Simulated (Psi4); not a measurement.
Pair of molecules, SMILES Cl with SMILES P, pulled apart as rigid monomers along the line of their centres of mass from the B3LYP-D3(BJ)/def2-TZVP minimum (SMILES order as in the coordinates).
Starting geometry (charge 0, multiplicity 1):
```xyz
6

Cl     0.4362    -0.6161    -0.3437
H      0.2439     0.3609    -1.1517
P      0.0404     0.0554     3.2634
H     -0.2208     0.8030     4.4421
H      0.8941     1.0468     2.7177
H     -1.1066     0.5471     2.5911
```

The numbers are results of Psi4 with SAPT0/jun-cc-pV(D+d)Z, not measurements.

```json
[
 {"Cl1···P3 (Å)": "3.32", "electrostatics (kcal/mol)": "-2.46", "exchange (kcal/mol)": "5.35", "induction (kcal/mol)": "-0.60", "dispersion (kcal/mol)": "-1.51", "total": "0.77"},
 {"Cl1···P3 (Å)": "3.69", "electrostatics (kcal/mol)": "-0.89", "exchange (kcal/mol)": "(withheld)", "induction (kcal/mol)": "-0.19", "dispersion (kcal/mol)": "-0.78", "total": "-0.25"},
 {"Cl1···P3 (Å)": "4.24", "electrostatics (kcal/mol)": "-0.22", "exchange (kcal/mol)": "0.26", "induction (kcal/mol)": "-0.04", "dispersion (kcal/mol)": "-0.31", "total": "-0.31"},
 {"Cl1···P3 (Å)": "5.17", "electrostatics (kcal/mol)": "(withheld)", "exchange (kcal/mol)": "0.01", "induction (kcal/mol)": "0.00", "dispersion (kcal/mol)": "-0.09", "total": "-0.11"},
 {"Cl1···P3 (Å)": "6.64", "electrostatics (kcal/mol)": "0.01", "exchange (kcal/mol)": "0.00", "induction (kcal/mol)": "0.00", "dispersion (kcal/mol)": "-0.02", "total": "-0.01"}
]
```

Task: Some entries are withheld; supply them.

Result: 
- 3.69, exchange (kcal/mol): 1.61
- 5.17, electrostatics (kcal/mol): -0.03
